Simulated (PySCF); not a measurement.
[OsO2(OH)3]+ at several levels of theory

Computed with PySCF 2.14.0 (density fitting, no spin-orbit coupling) at the geometry relaxed with TPSS:

```xyz
9
[OsO2(OH)3]+ (singlet)
Os    0.0000    0.0000   -0.2044
O     0.0000    0.0000    1.5580
O     0.0000    0.0000   -1.9436
O     1.8609   -0.1347   -0.2343
H     2.2804   -0.1643    0.6634
O    -0.8138    1.6789   -0.2343
H    -0.9979    2.0570    0.6634
O    -1.0471   -1.5442   -0.2343
H    -1.2825   -1.8927    0.6634
```

```tsv
level	basis	state	HOMO (eV)	gap (eV)	charge on Os1 (e)	dipole about the centre of mass (D)	largest force component (eV/Å)
TPSS	Os def2-SVP with ECP60, O def2-SVP, H def2-SVP	singlet	-14.07	2.87	1.28	4.03	0.01
r2SCAN	the same	singlet	-14.43	3.00	1.36	4.11	0.70
M06-L	the same	singlet	-14.43	2.97	1.57	4.08	0.44
CAM-B3LYP	the same	singlet	-17.07	7.29	1.34	4.13	2.17
TPSS	Os def2-TZVP with ECP60, O def2-TZVP, H def2-TZVP	singlet	-14.10	3.01	1.40	3.82	0.36
TPSS	Os x2c-SVPall, O x2c-SVPall, H x2c-SVPall	singlet	-14.32	2.89	0.87	4.03	0.68
```

Charges are Mulliken's, which hang on the basis. The relaxation used the grid (50, 194), these runs (75, 302) or, all-electron (x2c bases, spin-free X2C Hamiltonian), (99, 590).

Question: What does B3LYP with Os def2-SVP with ECP60, O def2-SVP, H def2-SVP give here?

Answer: state singlet, HOMO (eV) -15.53, gap (eV) 4.61, charge on Os1 (e) 1.33, dipole about the centre of mass (D) 4.09, largest force component (eV/Å) 0.95. Time: 7.8 s on 2 threads of Arm Neoverse V2, with other jobs on the host, from an already converged density.

In the first row's basis the gap widens with exact exchange: 2.9 to 3.0 eV for TPSS, M06-L, r2SCAN (none); 4.6 eV for B3LYP (a fixed share); 7.3 eV for CAM-B3LYP (rising or full at long range).

No frequency check is given that shows the relaxed geometry to be a minimum.
